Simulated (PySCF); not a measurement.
**Telling isomers of C6H4F3N apart by NMR**

Level of theory: PBE0/pcSseg-1 with gauge-including orbitals, J couplings at B3LYP/pcJ-1 (spin–dipole term left out of most H,H and C,H couplings), PBE0-D3(BJ)/def2-SVP geometry, in PySCF 2.14 (one conformer, no relativistic terms, equivalent nuclei averaged, isolated molecule).

Scale: 1H (σref 31.27) and 13C (σref 184.41) against TMS (reference shieldings calculated alike). Multiplet labels drop J under 1 Hz and among equivalent protons, and merge close values. Unscaled 3J(H,H) run several per cent high. One-bond C–F couplings are unscaled and too large by tens of Hz. Shifts are as computed. Against solution values, carbons near 30 ppm lie about +2 ppm off and those near 130 ppm about +5 ppm. Of 1309 compounds with measured shifts, 239 miss one by over three times the rms of a fit or turn the order of signals round; such compounds aren't used in these exercises.

(1) Tabulate the signals of `FC(F)(F)c1ccncc1`, `FC(F)(F)c1ccccn1` and their relative energies.

(2) What is the quickest way to tell FC(F)(F)c1ccncc1 from FC(F)(F)c1ccccn1?

## Answers

(1) 
```tsv
SMILES	carbon types	δC	δH	E rel. (kcal/mol)
FC(F)(F)c1ccncc1	2×C 4×CH	156.7, 144.5, 128.2, 124.5	9.02 (d, 2H), 7.52 (d, 2H)	0.6
FC(F)(F)c1ccccn1	2×C 4×CH	155.9, 155.6, 142.2, 130.7, 126.1, 125.4	8.91 (dt, 1H), 7.92 (td, 1H), 7.77 (dd, 1H), 7.39 (dd, 1H)	0.0
```

Energies are electronic energies at PBE0/pcSseg-1 on these geometries, without zero-point or thermal terms, each for the one conformer computed, which needn't be the lowest.

(2) Count the carbon signals: 4 against 6. The first has a substituted aromatic carbon (C) at 144.5 ppm, the second an aromatic CH at 142.2 ppm. Their most deshielded carbons lie at 156.7 and 155.9 ppm.
